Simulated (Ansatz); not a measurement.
C$_{3}$N$_{3}$Si, SMILES `N#C[Si](C#N)C#N` radical, relaxed with UKS PBE0-D4/def2-TZVP in the Gaussian-basis code of Ansatz from a PBE-D4/def2-SVP geometry. The force threshold is 0.005 eV/Å; the program also tests the step.

Total charge 0; spin multiplicity 2.

Start:

```xyz
7

N    -2.768   -0.789   -0.402
C    -1.650   -0.569   -0.112
Si    0.068   -0.327    0.468
C     1.284   -0.893   -0.775
N     2.104   -1.322   -1.501
C     0.373    1.410    0.955
N     0.589    2.490    1.367
```

```csv
step,energy (eV),largest force (eV/Å),largest move (Å)
1,-15446.4234,2.258,0.000
2,-15446.5219,0.147,0.043
3,-15446.5230,0.062,0.009
4,-15446.5232,0.007,0.006
5,-15446.5233,0.001,0.003
```

End:

```xyz
7

N    -2.726   -0.777   -0.401
C    -1.631   -0.561   -0.112
Si    0.070   -0.328    0.473
C     1.272   -0.882   -0.768
N     2.069   -1.307   -1.485
C     0.369    1.397    0.946
N     0.577    2.459    1.347
```

It took 32 s on 4 threads of an Arm Neoverse V1 on a shared host, with 0.71 GiB of host memory at the peak.
